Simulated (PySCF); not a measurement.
# Correlation energy of Cl(3+) (chlorine, charge +3)

[Ne] 3s2 3p2, high-spin 3P determinant. Calculation: PySCF 2.14, in ANO-RCC-VTZP (5s4p2d1f, 34 functions); the spin-free X2C one-electron Hamiltonian (Gaussian nucleus). Frozen: [Ne]; 4 electrons correlated.

```csv
level,correlation energy (mhartree)
CCSD,-94.70
(T),-1.96
CCSD(T),-96.66
CCSDT,-97.26
```

Diagnostics: T1 = 0.0073, D1 = 0.0191, largest double amplitude 0.103.

Task: Is a single reference adequate?

Result: Mostly. T1 lies below 0.03, but a double amplitude of this size points to a near-degeneracy that CCSD handles and MP2 describes poorly.
